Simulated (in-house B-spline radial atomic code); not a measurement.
**PBE excitations of neutral neon**

Method: PBE. Computed with a B-spline radial code for spherical atoms: linear response of the closed shell [He] 2s2 2p6 with the functional's adiabatic kernel; non-relativistic, point nucleus, no spin-orbit coupling, no double excitations, S, P, D and F terms only. Only terms of natural parity with L up to 3 were computed.

Command:
```bash
python run_td.py task.json out
```
Settings (radii: box in bohr, nucleus in fm):
```
Z                        10
electrons                10
configuration            [He] 2s2 2p6
hamiltonian              nr
method                   pbe,pbe
box_radius               3
wall_radius              3
intervals                42
```

Time taken, with all properties: 0.1 s on 1 thread of Intel(R) Xeon(R) Platinum 8488C (Sapphire Rapids), with other jobs on the host.

Confined states, up to the first strongly mixed one, which can leave gaps near the end. Labels give the largest channel, * marks a mixed state, and oscillator strengths are full-response dipole values. Semilocal kernels can invert the small singlet-triplet splittings of Rydberg terms. Energies in eV:

| state | full response | Tamm-Dancoff | oscillator strength |
| --- | --- | --- | --- |
| 2p → 3s 3P | 36.58 | 36.62 | - |
| 2p → 3s 1P | ? | ? | ? |
| 2p → 3p 3S | 42.73 | 42.87 | - |
| 2p → 3p 3D | 44.10 | 44.16 | - |
| 2p → 3p 1D | 45.66 | 45.67 | - |
| 2p → 3d 3P | 46.37 | 46.41 | - |
| 2p → 3d 3F | 46.54 | 46.58 | - |
| 2p → 3d 1F | 47.52 | 47.53 | - |
| 2p → 3d 1P | ? | ? | ? |

(1) Where does 2p → 3d 1P lie?

(2) Where does 2p → 3s 1P lie?

(3) How large is the singlet-triplet splitting of 2p → 3s (P terms) in Tamm-Dancoff?

(4) What polarisabilities and dispersion coefficient does the method give?

Results:

(1) At 51.72 eV in full response, 52.08 eV in Tamm-Dancoff, oscillator strength 3.83.

(2) At 38.24 eV in full response, 38.28 eV in Tamm-Dancoff, oscillator strength 0.498.

(3) 1.66 eV, from the unrounded values.

(4) Dipole 1.49 bohr³, quadrupole 2.432 bohr⁵, C6 3.272 hartree·bohr⁶ for two such species.
